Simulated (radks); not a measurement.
The numbers below are computed, except where a source is named.
The silicon anion Si4-, [Ar], held by a Watson sphere: a shell of charge +4 at radius R that stands for the Madelung well of a crystal (potential energy -4/R inside, -4/r outside, in hartree with lengths in bohr). Level of theory: non-relativistic Kohn-Sham, LDA (Slater exchange, Perdew-Wang correlation), spin-polarised, spherical densities, point nucleus (a radial shooting solver on a logarithmic mesh with Libxc functionals). Response by self-consistent Sternheimer equations with the Hartree and adiabatic LDA kernel. The sphere does not respond.

| R (bohr) | e(2p) (eV) | e(3s) (eV) | e(3p) (eV) | <r> 3p (bohr) | sum of <r^2> (bohr^2) | X-ray form factor at sin(theta)/lambda = 0.2 1/angstrom | alpha (bohr^3) |
|---|---|---|---|---|---|---|---|
| 1.91 | -93.544 | -15.732 | -8.175 | 2.344 | 50.91 | 10.383 | 31.50 |
| 1.93 | -93.423 | -15.651 | -8.139 | 2.354 | 51.31 | 10.359 | 31.94 |
| 2 | -93.055 | -15.366 | -8.011 | 2.391 | 52.71 | 10.280 | 33.54 |
| 2.24 | -92.285 | -14.417 | -7.552 | 2.519 | 57.79 | 10.034 | 39.90 |
| 2.39 | -92.061 | -13.855 | -7.257 | 2.600 | 61.16 | 9.902 | 44.64 |
| 3.54 | -92.192 | -10.588 | -5.210 | 3.234 | 90.62 | 9.436 | 107.4 |
| 4.3 | -92.402 | -9.328 | -4.219 | 3.665 | 113.5 | 9.457 | 188.4 |
| 4.65 | -92.454 | -8.931 | -3.861 | 3.868 | 125.1 | 9.494 | 241.0 |
